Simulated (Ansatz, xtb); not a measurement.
Two isomers of C5H6FNO

Structure a: `COc1cc(F)c[nH]1`, a singlet. Structure b: `COc1cc[nH]c1F`, a singlet. Both are isolated molecules in the gas phase, relaxed with PBE0-D3(BJ)/def2-SVP; the shapes shown needn't be the lowest conformers.

a (Å):

```xyz
14

C    -0.1593   -3.2460    0.2020
C    -0.2774   -1.2187    1.3255
C     0.2031   -1.6070    2.5637
C     0.1746   -0.4234    3.3518
C    -0.3037    0.6238    2.6078
F     0.5582   -0.3564    4.6208
N    -0.5769    0.1036    1.3550
O    -0.4830   -1.8810    0.1805
H    -0.7607   -3.7886    0.9522
H     0.9106   -3.4005    0.4268
H    -0.3804   -3.6445   -0.7959
H     0.5323   -2.5926    2.8779
H    -0.4678    1.6663    2.8596
H    -0.9440    0.6134    0.5645
```

b (Å):

```csv
atom,x (Å),y (Å),z (Å)
C,0.6753,-3.5373,1.1045
C,0.2756,-1.2915,1.5768
C,-1.1121,-1.4111,1.8918
C,-1.5739,-0.1519,2.2174
C,0.5885,0.0417,1.7280
F,1.7313,0.6838,1.5609
N,-0.5273,0.7223,2.1131
O,1.1665,-2.2334,1.2011
H,1.5132,-4.1754,0.7946
H,0.2881,-3.9050,2.0729
H,-0.1309,-3.6198,0.3522
H,-1.7079,-2.3202,1.8812
H,-2.5642,0.1824,2.5136
H,-0.5519,1.7167,2.2881
```

Energies in hartree; the thermal terms are from GFN2-xTB frequencies at re-optimised GFN2-xTB minima (ideal gas, soft modes damped towards free rotors, one conformer each, 298.15 K, 1 atm) and include the zero-point energy:

```
                              a           b
E, CCSD(T)/def2-SVP  −422.488598  −422.479294
    E, MP2/def2-SVP  −422.403562  −422.394412
  E, MP2/def2-TZVPP  −423.190490  −423.181749
  zero-point energy     0.103807     0.103744
       H(298 K) − E     0.112253     0.112214
       G(298 K) − E     0.071932     0.071848
```

Task: Correct the CCSD(T) difference for the basis set by the MP2 change, then work out ΔE, ΔE₀, ΔH and ΔG for a → b in kcal/mol (1 Eh = 627.51 kcal/mol) and the equilibrium ratio [b]/[a].

Result: 1. Differences b − a: CCSD(T) +0.009304, MP2 in the small set +0.009150, MP2 in the large set +0.008741 Eh.
2. ΔE = +0.009304 + (+0.008741 − (+0.009150)) = +0.008895 Eh = +5.58 kcal/mol.
3. ΔE₀ = ΔE + ΔZPE = +0.008895 + (−0.000063) Eh = +5.54 kcal/mol.
4. ΔH = ΔE + (−0.000039) Eh = +5.56 kcal/mol.
5. ΔG = ΔE + (−0.000084) Eh = +5.53 kcal/mol, so ΔS = (ΔH − ΔG)/T = +0.4 J/(mol K).
6. kT = 0.9442 mEh, so K = [b]/[a] = exp(−ΔG/kT) = exp(−9.33) ≈ 8.9 × 10^−5.

Structure a is favoured at this temperature. An error of 1 kcal/mol in ΔG would change K by a factor of 5.4. Mirror images and further conformers aren't counted.

As drawn, both hold the same kinds of bond in the same numbers.

Other levels gave ΔE = +4.6 (GFN2-xTB); +5.3 (HF/STO-3G, GFN2-xTB geometries); +6.1 (r2SCAN-D4/def2-SVP, GFN2-xTB geometries); +6.0 (PBE0-D3(BJ)/def2-SVP); +8.0 (HF/def2-SVP); +5.7 (MP2/def2-SVP); +5.8 (CCSD(T)/def2-SVP) kcal/mol. The correlated steps freeze 8 core orbitals. Programs: Ansatz 0.2.0, xtb 6.7.1.
